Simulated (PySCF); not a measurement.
Isomers of C6H9BO2, from PBE0-D3(BJ)/def2-SVP geometry optimisation, gas phase in PySCF. One conformer each, no zero-point energy, no frequencies.

Problem. Which is lowest in electronic energy at this level?
A. `[BH2-:1]1[O:2][CH:3]=[C:4]([CH:5]2[CH2:6][CH2:7]2)[CH:8]=[O+:9]1` with C3–C4–C5–C6 145°: A = 4061, B = 1064, C = 910.4 MHz, dipole 5.07 D
B. `[BH2-:1]1[O:2][CH:3]=[CH:4][C:5]([CH:6]2[CH2:7][CH2:8]2)=[O+:9]1` with C4–C5–C6–C7 148°, O9–B1–O2–C3 38°, B1–O2–C3–C4 -14°, C3–C4–C5–C6 -164°, C5–C6–C7–C8 107°: A = 4184, B = 1125, C = 969.7 MHz, dipole 5.03 D
C. `[CH:1]#[C:2][B:3]1[O:4][CH2:5][CH2:6][C@@H:7]([CH3:8])[O:9]1` with C2–B3–O4–C5 179°, B3–O4–C5–C6 -27°, O4–C5–C6–C7 53°, C5–C6–C7–C8 -174°: A = 2844, B = 1192, C = 875.9 MHz, dipole 2.82 D

Solution. C. That is `C#CB1OCC[C@@H](C)O1`, 17.0 kcal/mol below the next.

```
                   SMILES                                                     mapped SMILES      E (Eh)  relative (kcal/mol)  relative (kJ/mol)  dipole (D)
      C#CB1OCC[C@@H](C)O1      [CH:1]#[C:2][B:3]1[O:4][CH2:5][CH2:6][C@@H:7]([CH3:8])[O:9]1  -408.63468                  0.0                0.0        2.82
[BH2-]1OC=CC(C2CC2)=[O+]1  [BH2-:1]1[O:2][CH:3]=[CH:4][C:5]([CH:6]2[CH2:7][CH2:8]2)=[O+:9]1  -408.60757                 17.0               71.2        5.03
[BH2-]1OC=C(C2CC2)C=[O+]1  [BH2-:1]1[O:2][CH:3]=[C:4]([CH:5]2[CH2:6][CH2:7]2)[CH:8]=[O+:9]1  -408.58751                 29.6              123.9        5.07
```

As drawn, the highest has a three-membered ring, which the lowest lacks.
